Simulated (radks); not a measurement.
Q: These are the eigenvalues of the occupied orbitals of an atom or ion with whole-number occupations (eV). Method: scalar-relativistic Kohn-Sham, LDA (Slater exchange, Perdew-Wang correlation), spin-polarised, spherical densities, finite nucleus; Fermi nuclear charge, rms radius of each element as measured or else 0.836 A^(1/3) + 0.57 fm; computed with a radial shooting solver on a logarithmic mesh with Libxc functionals.

1s: -354.8013

Which element is it, and in what charge state? The configuration may be excited. Open shells, if any, are filled with parallel spins first.

A: Z = 6, carbon, charge +4: C4+ in [He]. The 1s level, -13.039 hartree, gives Z - s = 5.1 by -(Z - s)^2/2, which with screening and relativity narrows Z to a few neighbours, and with so few levels the electron count can be read from the list.
